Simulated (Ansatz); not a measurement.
Born–Oppenheimer molecular dynamics of Cl5H2OTa (9 atoms, charge 0, multiplicity 1). It starts at the highest image of a converged band. Of that band: Neighbouring images differ by up to 1.4 eV, so the band resolves the path poorly. A vibrational analysis at the climbing image gives one clearly imaginary mode, 1378i cm⁻¹: a first-order saddle point.

Computed with RHF/def2-SVP (Ansatz 0.2.0).

```json
{
 "ensemble": "NVE (velocity Verlet)",
 "time step": "0.5 fs",
 "steps asked": "200",
 "starting velocities drawn for": "100 K",
 "seed": "6661"
}
```

First frame:

```xyz
9
Properties=species:S:1:pos:R:3
Ta -0.009 0.114 0.134
O 2.029 0.018 0.230
H 2.505 -0.641 0.722
Cl 0.077 -0.712 2.348
Cl 0.267 1.097 -1.964
Cl -2.023 1.161 0.520
Cl -0.586 -1.921 -0.729
Cl 1.255 2.392 1.094
H 2.079 1.246 0.696
```

Q: How far do the bonds stretch over the last three quarters of this one trajectory? (Pairs bonded in most of those frames.)

A: 
```
   bond  mean (Å)  spread (Å)  shortest  longest
 Ta1–O2     1.887       0.062      1.79     2.01
Ta1–Cl4     2.374       0.009      2.35     2.38
Ta1–Cl5     2.353       0.007      2.34     2.37
Ta1–Cl6     2.375       0.032      2.32     2.41
Ta1–Cl7     2.277       0.004      2.27     2.28
Ta1–Cl8     3.026       0.223      2.75     3.46
  O2–H3     0.946       0.002      0.94     0.95
 Cl8–H9     1.286       0.045      1.22     1.36
```

Pairs bonded in part of these frames only: Ta1–Cl8 94 %.

Mean temperature of the second half: 636 K. The conserved energy stayed within 0.12 meV per atom of its start (net change 0.072 meV per atom), so the integration is sound. The kinetic energy rose, since the run started high on the potential surface and went downhill. It ends in pieces (Cl4HOTa + ClH), so much of that is their flight and rotation, not heat. A run of 0.1 ps of so small a system gives no equilibrium averages. The orbitals stay closed-shell, which can raise the energy where a bond breaks towards radicals; this wasn't checked here.

The run took 7 min on 4 threads of Arm Neoverse V2, on a shared host, peak memory 0.47 GiB.
